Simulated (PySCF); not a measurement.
The isolated species TiBrMe3 (`[CH3][Ti]([CH3])([CH3])[Br]`) is ionised with Mg Kα (hν = 1253.6 eV). Calculated photoelectron kinetic energies of its computed core levels, recoil neglected:

| line | kinetic energy (eV) |
| --- | --- |
| 1 | 964.09 |
| 2 | 791.49 |
| 3 | 785.78 |

Method used: PySCF 2.14.0, delta-SCF UKS SCAN, pcX-2 on the ionised atom (unc-x2c-TZVPall on a metal), pcseg-1 elsewhere, spin-free X2C.

**Question.** Convert to binding energies and name the level and atom behind each line. Bonds: Ti1–Br2, Ti1–C3, Ti1–C7, Ti1–C11. Hydrogens: H4, H5, H6 on C3; H8, H9, H10 on C7; H12, H13, H14 on C11.

**Answer.** Against the vacuum level, binding energy = hν − kinetic energy.

```csv
line,binding energy (eV),level,atoms,environment
1,289.51,C 1s,C3/C7/C11,carbon bonded to Ti and 3 H
2,462.11,Ti 2p3/2,Ti1,titanium bonded to Br and 3 C
3,467.82,Ti 2p1/2,Ti1,titanium bonded to Br and 3 C
```

**Question.** Where does line 3 move with hν = 1000.0 eV?

**Answer.** To 1000.0 − 467.82 = 532.18 eV; every photoline shifts by the change in photon energy, -253.6 eV.

**Question.** Give the binding energy of C 1s of C3/C7/C11 in hartree and in kJ/mol.

**Answer.** 289.51 eV = 10.6393 Eh = 27933 kJ/mol.

Other core shells, valence and Auger electrons aren't listed. Topologically equivalent atoms share the value of their first member; where this conformer doesn't relate them by symmetry, their own values could differ. The unrestricted hole states depart most from a pure doublet (⟨S²⟩ = 0.75; over 0.85 named) for Ti 2p3/2 of Ti1 (0.91), which makes this value less certain. For 2p shells one spin-free hole was relaxed; a mean-field spin–orbit operator and the ground-state splitting of the three 2p orbitals were then diagonalised within the shell. The shell's mean is (2 × 2p3/2 + 2p1/2)/3, and the degeneracies 2j + 1 give areas of 2:1. 2p1/2 minus 2p3/2 (ligand field included): Ti 5.72 eV. Satellites of the metal's 2p lines aren't described. No level of bromine is listed. Isolated species at its PBE0-D3(BJ)/def2-SVP geometry, gas phase. Metal 2p energies of this one-determinant scheme are less reliable than its 1s energies.
